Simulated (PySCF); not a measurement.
Predicted microwave data (wB97X-D/def2-SVPD in PySCF (dipole) on a GFN2-xTB geometry, gas phase) for one isomer of C4H7FOSi:

| Property | Result |
| --- | --- |
| Rotational constants | A = 6218, B = 906.2, C = 802.4 MHz |
| Dipole components | \|μa\| = 1.23 D, \|μb\| = 1.04 D, \|μc\| = 0.00 D |
| Inertial defect | -9.15 u·Å² |
| κ | -0.96 |

**Question.** Which structure is it? (One computed conformer of each.)
A. `[CH3:1][O:2][Si@@H:3]1[CH2:4][CH:5]=[C:6]1[F:7]` with C1–O2–Si3–C4 173°
B. `[CH2:1]=[C:2]1[CH2:3][C@H:4]1[O:5][SiH2:6][F:7]` with C3–C4–O5–Si6 147°, C4–O5–Si6–F7 64°
C. `[CH3:1]/[C:2]([CH:3]=[O:4])=[CH:5]\[SiH2:6][F:7]` with C1–C2–C3–O4 0°, C2–C5–Si6–F7 180°

**Answer.** C. It is C/C(C=O)=C\[SiH2]F, a near-prolate asymmetric top, point group Cs. The candidates at the same level (rigid rotor, commonest isotopes):

| SMILES | A (MHz) | B (MHz) | C (MHz) | μa (D) | μb (D) | μc (D) | Δ (u·Å²) | point group | rotor |
| --- | --- | --- | --- | --- | --- | --- | --- | --- | --- |
| C=C1C[C@H]1O[SiH2]F | 4609 | 1179 | 1069 | 1.67 | 0.34 | 0.66 | -65.45 | C1 | near-prolate asymmetric top |
| C/C(C=O)=C\[SiH2]F | 6218 | 906.2 | 802.4 | 1.23 | 1.04 | 0.00 | -9.15 | Cs | near-prolate asymmetric top |
| CO[Si@@H]1CC=C1F | 3476 | 1537 | 1170 | 1.66 | 0.73 | 0.39 | -42.36 | C1 | asymmetric top |

`CO[Si@@H]1CC=C1F` has B 70 % too high; `C=C1C[C@H]1O[SiH2]F` has C 33 % too high. In the right answer the mirror of this Cs structure is the ab plane, so μc vanishes by symmetry (the 0.01 D computed is a residue). No structure here is proved a minimum.
